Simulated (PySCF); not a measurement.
AuCl4, SMILES [Cl][Au-]([Cl])([Cl])[Cl], charge -1, multiplicity 1.

Coordinates come from a PBE-D3(BJ)/def2-SVPD optimisation. The multiplicity is an assumed one; other spin states were not compared. The isomer is the one that the SMILES or the coordinates give; other isomers of the formula were not compared. The def2 effective core potentials stand for the cores of Au; spin–orbit coupling is left out.

Computed with CAM-B3LYP/def2-SVPD in PySCF.

Symmetry labels are those of the subgroup D2h that the program uses (full group D4h).

Computed valence orbital energies around the gap with their symmetry:
| orbital | symmetry | energy (eV) |
|---|---|---|
| HOMO−7 | B1u | -6.89 |
| HOMO−6 | B1u | -6.17 |
| HOMO−5 | B1g | -6.14 |
| HOMO−4 | B2u | -6.00 |
| HOMO−3 | B3u | -6.00 |
| HOMO−2 | B2g | -5.80 |
| HOMO−1 | B3g | -5.80 |
| HOMO | B1g | -5.49 |
| LUMO | Ag | 0.34 |
| LUMO+1 | Ag | 3.94 |
| LUMO+2 | B2u | 4.85 |
| LUMO+3 | B3u | 4.85 |
